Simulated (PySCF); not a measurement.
**Correlation energy of Ag¹²⁺ (silver, charge +12)**

Starting occupation: [Ar] 3d10 4s2 4p5, 4p1/2 with m_j = +1/2, 4p3/2 with m_j = -3/2, -1/2, +1/2, +3/2. Calculation: PySCF 2.14, in an uncontracted even-tempered set (18 s from 0.5 bohr⁻², ratio 2.8; 14 p from 0.65 bohr⁻², ratio 2.8; 9 d from 1.1 bohr⁻², ratio 2.8; 4 f from 5.1 bohr⁻², ratio 3); X2C-1e with screened-nucleus spin-orbit coupling, Gaussian nucleus. Frozen: [Ne]; 25 electrons correlated; the 76 highest virtual spinors left out.

MP2 pair energies summed by pair of shells (mhartree):

| pair | energy | share (%) |
| --- | --- | --- |
| 3d3/2-3d5/2 | -182.79 | 18.8 |
| 3d5/2-3d5/2 | -128.17 | 13.2 |
| 4p3/2-4p3/2 | -76.07 | 7.8 |
| 3d5/2-4p3/2 | -57.28 | 5.9 |
| 3d3/2-3d3/2 | -55.44 | 5.7 |
| 3d5/2-3p3/2 | -53.75 | 5.5 |
| 3d3/2-4p3/2 | -37.99 | 3.9 |
| 3d3/2-3p3/2 | -36.83 | 3.8 |
| 4p1/2-4p3/2 | -35.67 | 3.7 |
| 4p3/2-4s1/2 | -32.54 | 3.3 |
| 3d5/2-3p1/2 | -30.48 | 3.1 |
| 3d5/2-3s1/2 | -22.53 | 2.3 |
| 3d5/2-4s1/2 | -20.06 | 2.1 |
| 3p1/2-3p3/2 | -19.67 | 2.0 |
| 3d3/2-3p1/2 | -19.52 | 2.0 |
| 3p3/2-3p3/2 | -19.31 | 2.0 |
| 3d3/2-3s1/2 | -15.21 | 1.6 |
| 3d5/2-4p1/2 | -14.93 | 1.5 |
| 3p3/2-4p3/2 | -14.53 | 1.5 |
| 3d3/2-4s1/2 | -13.68 | 1.4 |
| 4p1/2-4s1/2 | -11.96 | 1.2 |
| 3p3/2-3s1/2 | -10.21 | 1.0 |
| 3d3/2-4p1/2 | -9.81 | 1.0 |
| 4s1/2-4s1/2 | -8.25 | 0.8 |
| 3p1/2-4p3/2 | -8.05 | 0.8 |
| 3p3/2-4s1/2 | -7.72 | 0.8 |
| 3p1/2-3s1/2 | -5.58 | 0.6 |
| 3p1/2-3p1/2 | -5.34 | 0.5 |
| 3s1/2-4p3/2 | -4.38 | 0.4 |
| 3p1/2-4s1/2 | -4.03 | 0.4 |

Total MP2 correlation energy: -974.26 mhartree.
